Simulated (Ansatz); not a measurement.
Computed with Ansatz on PBE0-D4/def2-TZVP structures; ΔE is electronic, products minus reactants. CCSD(T)/CBS adds triple-zeta CCSD(T) − MP2 to the extrapolated MP2 energy (def2 sets, frozen cores). This one scheme is used for every species. Functionals use def2-TZVPP. For Br outer-core shells are correlated without core-valence functions, which leaves a few kJ/mol of doubt a bond. Scalar relativity is left out up to krypton. Each species was taken in one conformer, which may not be the lowest.

Reaction (redistribution): `CB(N)N` + `Cl[Si]Br` → `CB(N)Br` + `N[Si]Cl`

`CB(N)N`:

Cartesian coordinates in Å:
```
C -0.972 -0.326 -0.917
B 0.137 0.064 0.141
N 1.273 0.803 -0.270
N 0.001 -0.351 1.488
H -1.964 -0.421 -0.468
H -1.048 0.400 -1.732
H -0.736 -1.293 -1.375
H 2.033 1.057 0.336
H 1.394 1.111 -1.216
H -0.794 -0.873 1.806
H 0.678 -0.171 2.207
```

`Cl[Si]Br`:

Z-matrix (Å, degrees):
```
Si
Cl 1 2.076
Br 1 2.251 2 101.6
```

`CB(N)Br`:

Cartesian coordinates in Å:
```
C 1.023 0.574 0.263
B -0.373 -0.124 0.285
N -0.987 -0.683 -0.825
Br -1.348 -0.235 1.973
H 0.938 1.610 0.604
H 1.482 0.578 -0.729
H 1.710 0.081 0.956
H -1.887 -1.129 -0.792
H -0.558 -0.672 -1.735
```

`N[Si]Cl`:

```xyz
5

N     0.370    0.489   -0.240
Si   -0.611    0.084    1.089
Cl   -1.149   -1.858    0.484
H     0.822    1.389   -0.299
H     0.568   -0.104   -1.033
```

```tsv
level	ΔE (eV)
r2SCAN0-D4	0.13
ωB97X-V	0.08
r2SCANh	0.13
MP2/def2-SVP	0.06
```

**Question.** What does CCSD(T)/CBS give? (Best estimate.)

**Answer.** The calculation gave: +0.10 eV. The listed levels differ from it by 0.03, -0.02, 0.03, -0.04 eV.

Largest T1 diagnostic among the species: 0.013.

Leaving LDA and LC-ωPBE aside and taking each functional with its dispersion term where it has one, the values, not all of them listed here, spread over 0.11 eV, from ωB97X-V to BLYP-D4. From BLYP to BHLYP (50 % exact exchange), in def2-TZVPP and without D4, ΔE moves by −0.05 eV. In def2-TZVPP, CCSD(T) changes the Hartree–Fock value by −0.04 eV (the triples alone add −0.00 eV) and MP2 by −0.07 eV.
